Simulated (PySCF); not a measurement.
Stepwise substitution at one centre (Sn Cl-C2H5). Gas-phase values, no solvent. One relaxed conformer stands for each flexible species; it need not be the lowest. Strings in code marks are SMILES.

The numbers are results of PySCF with PBE-D3(BJ)/def2-TZVP // PBE0-D3(BJ)/def2-SVP, not measurements. Excitations are Tamm–Dancoff values on a coarser integration grid. The basis has no diffuse functions, so Rydberg states are missing or too high.

```json
[
 {"species": "0 of 4 Cl replaced by C2H5 (`[Cl][Sn]([Cl])([Cl])[Cl]`)", "LUMO (eV)": "-4.35", "T1 excitation (TDA) (eV)": "–"},
 {"species": "1 of 4 Cl replaced by C2H5", "LUMO (eV)": "?", "T1 excitation (TDA) (eV)": "4.15"},
 {"species": "2 of 4 Cl replaced by C2H5 (`C[CH2][Sn]([Cl])([Cl])[CH2]C` (C–C–Sn–Cl torsion 56°, Cl–Sn–C–C torsion -56°))", "LUMO (eV)": "-1.79", "T1 excitation (TDA) (eV)": "4.60"},
 {"species": "4 of 4 Cl replaced by C2H5", "LUMO (eV)": "-0.22", "T1 excitation (TDA) (eV)": "5.48"}
]
```

Complete the blanks.


- 1 of 4 Cl replaced by C2H5, LUMO (eV): -3.09
